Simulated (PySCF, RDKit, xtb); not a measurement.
Conformational energy of SMILES C=Cc1sc(cc1)S. Scanned: dihedral S8–C6–S7–H14; all other coordinates were relaxed at GFN2-xTB. Points at φ and −φ are mirror images. Heavy atoms are numbered in the order of the SMILES C=Cc1ccc(S)s1, hydrogens after them in the order of the atoms that carry them; the mirror image has the same energies with the sign of each dihedral reversed. Each profile is relative to its own lowest point.

| φ / ° | A | B | C |
|---|---|---|---|
| -150 | 0.118 | 0.042 | 0.086 |
| -120 | 0.056 | 0.117 | 0.127 |
| -90 | 0.000 | 0.147 | 0.148 |
| -60 | 0.032 | 0.097 | 0.110 |
| -30 | 0.100 | 0.029 | 0.037 |
| 0 | 0.133 | 0.000 | 0.000 |
| 30 | 0.100 | 0.029 | 0.037 |
| 60 | 0.032 | 0.097 | 0.110 |
| 90 | 0.000 | 0.147 | 0.148 |
| 120 | 0.056 | 0.117 | 0.127 |
| 150 | 0.118 | 0.042 | 0.086 |
| 180 | 0.135 | 0.005 | 0.070 |

Energies in eV.

Problem. Assign the columns to these levels of theory: GFN1-xTB // GFN2-xTB (xtb); MMFF94 // GFN2-xTB in RDKit; restricted Hartree-Fock/LANL2DZ, with its core potentials past Ne // GFN2-xTB in PySCF.

Solution. A is RHF/LANL2DZ; B is GFN1-xTB; C is MMFF94.
